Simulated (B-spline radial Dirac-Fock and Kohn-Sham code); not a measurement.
**K-line shifts caused by a second vacancy in Sb¹⁹⁺**

System: the Sb¹⁹⁺ ion in the configuration [Ar] 3d10 4s2 4p2.

Calculated with an atomic code on a B-spline grid, using relaxed Dirac-Fock hole states (ΔSCF) with Breit and QED corrections and a finite nucleus. Each two-hole energy is an average over J within one jj subconfiguration, not an observable level; in light atoms, where LS coupling holds, the j-resolved values are not observed lines, and for a K spectator the Kα1 hypersatellite is nearly forbidden. Electron correlation is not included.

Lines without a spectator: Kα2 (K-L2) 26116.5 eV, Kα1 (K-L3) 26365.6 eV, Kβ3 (K-M2) 29713.3 eV, Kβ1 (K-M3) 29761.5 eV. Shifts in eV with one spectator hole (a dash: not computed, or left out as unreliable):

```
spectator hole     Kα2     Kα1     Kβ3     Kβ1
        K (1s)  +591.9  +611.7  +758.5  +762.9
    L2 (2p1/2)   +66.7   +84.3       –  +179.3
    L3 (2p3/2)   +64.5   +65.1  +157.9       –
    M2 (3p1/2)       –  +11.08  +26.30   +31.3
    M3 (3p3/2)   +8.26       –  +26.88  +26.50
    M4 (3d3/2)   +2.42   -0.32       –       –
    M5 (3d5/2)   -0.95   +1.24       –       –
```
